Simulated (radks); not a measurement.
Values are calculated unless marked as measured or tabulated.
Orbital eigenvalues (eV) of the aluminium ion Al3+, [Ne], at several levels of relativity; Dirac values are averaged over j with weights 2j + 1. Spin-unpolarised spherical Kohn-Sham, LDA (Slater exchange, Perdew-Wang correlation), point nucleus unless stated (finite: rms radius 3.061 fm), a radial shooting solver on a logarithmic mesh with Libxc functionals. A level marked "c x" has the speed of light scaled by that factor and shares open shells by 2j + 1; other Dirac levels either fill j = l - 1/2 first or share by 2j + 1.

\begin{tabular}{lrrrrr}
shell & non-rel. & scalar-rel., finite nucleus & Dirac, low j first & Dirac, 2j+1 shares, finite nucleus & change of magnitude, last against first (%) \\ \hline
1s & -1536.4 & -1539.9 & -1539.8 & -1539.8 & +0.22 \\
2s & -141.52 & -142.01 & -142.00 & -142.00 & +0.34 \\
2p & -104.22 & -104.22 & -104.21 & -104.21 & -0.01 \\
\end{tabular}
